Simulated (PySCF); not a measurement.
**Working out the ionisation energy of Ni¹⁰⁺**

Ni¹⁰⁺ [Ar] (1S) → Ni¹¹⁺ [Ne] 3s2 3p5 (2P). Calculation: PySCF 2.14, in an uncontracted even-tempered set (17 s from 0.59 bohr⁻², ratio 2.5; 12 p from 0.76 bohr⁻², ratio 2.5; 5 d from 5.6 bohr⁻², ratio 2.7; 4 f from 8.4 bohr⁻², ratio 2.7); no relativity, point nucleus. Frozen: 1s2; the 20 highest virtual orbitals dropped. Energies in hartree (1 hartree = 27.21139 eV):

```
            part  Ni¹⁰⁺ (lower)  Ni¹¹⁺ (upper)
             UHF   -1470.017607   -1458.318920
CCSD correlation      -0.589799      -0.562286
             (T)      -0.003423      -0.003360
```

Q: What does Hartree-Fock give?

A: (-1458.318920) − (-1470.017607) = 11.698687 hartree = 318.337 eV.

Q: What do CCSD and CCSD(T) give?

A: The CCSD correlation energies differ by 0.027513 hartree = 0.749 eV and the triples by 0.000063 hartree = 0.002 eV, so CCSD gives 319.086 eV and CCSD(T) 319.088 eV.

A first-order spin-orbit estimate adds -0.893 eV to CCSD(T) (outer shells), giving 318.195 eV against 319.5 ± 0.7 eV (semi-empirical (NIST evaluation); NIST Atomic Spectra Database, ionization energies).

The calculation is non-relativistic.

What remains against the reference includes basis incompleteness, the frozen core and higher excitations.
